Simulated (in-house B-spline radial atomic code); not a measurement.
## Two electrons outside the [Kr] 4d10 5s2 5p6 core: neutral barium

Computed with a B-spline radial code for spherical atoms: configuration interaction (CI) of the two valence electrons in the field of the frozen Dirac-Fock core, alone and with many-body perturbation theory for the core (screened one- and two-electron correlation potentials), Breit and QED terms; no-pair Dirac Hamiltonian, finite nucleus. Labels give the configuration (outer n counted up each series) and the leading LS term, or the jj pair where no LS term holds 70 %.

The lowest nd levels tend to come out too strongly bound in this method, by some 0.05 to 0.2 eV for each d electron where measurements exist, which shifts their lines and rates.

Excitation energies (cm⁻¹):

| level | purity of the LS term | CI alone | CI + MBPT + Breit + QED | Landé g of the LS mixture | measured (NIST) |
| --- | --- | --- | --- | --- | --- |
| 6s2 1S0 | 1.0 | 0 | 0 | - | 0 |
| 5d6s 3D1 | 1.0 | ? | ? | ? | ? |
| 5d6s 3D2 | 0.979 | 11598 | 8456 | 1.16 | 9216 |
| 5d6s 3D3 | 1.0 | 11776 | 8854 | 1.33 | 9597 |
| 5d6s 1D2 | 0.979 | 12741 | 10626 | 1.00 | 11395 |
| 6s6p 3P°0 | 1.0 | 9949 | 12322 | - | 12266 |
| 6s6p 3P°1 | 0.99 | 10280 | 12694 | 1.50 | 12637 |
| 6s6p 3P°2 | 1.0 | 11022 | 13582 | 1.50 | 13515 |
| 6s6p 1P°1 | 0.986 | ? | ? | ? | ? |

(1) Where does 6s6p 1P°1 lie?

(2) Where does 5d6s 3D1 lie?

(3) What is the first ionisation energy?

Some electric-dipole lines (reduced elements in atomic units, length form; vacuum wavelengths from the computed energies):

| upper | lower | D bare (size) | D with core polarisation (size) | λ (nm) | A (s⁻¹) |
| --- | --- | --- | --- | --- | --- |
| 6s6p 3P°1 | 6s2 1S0 | 0.544 | 0.496 | 787.75 | 3.4e+05 |
| 6s6p 3P°1 | 5d6s 3D2 | 3.6 | 3.33 | 2359.4 | 5.7e+05 |
| 6s6p 3P°2 | 5d6s 3D2 | 2.1 | 1.95 | 1950.8 | 2.1e+05 |

Weak lines are less accurate than strong ones.

Results:

(1) 16915 cm⁻¹ in CI alone and 17992 cm⁻¹ with all corrections; g = 1.00; measured 18060 cm⁻¹.

(2) 11519 cm⁻¹ in CI alone and 8270 cm⁻¹ with all corrections; g = 0.50; measured 9034 cm⁻¹.

(3) 5.2291 eV to the 6s1/2 state of the next ion (4.9073 eV from CI alone). NIST lists 5.2116646 ± 1.2e-06 eV (measured).
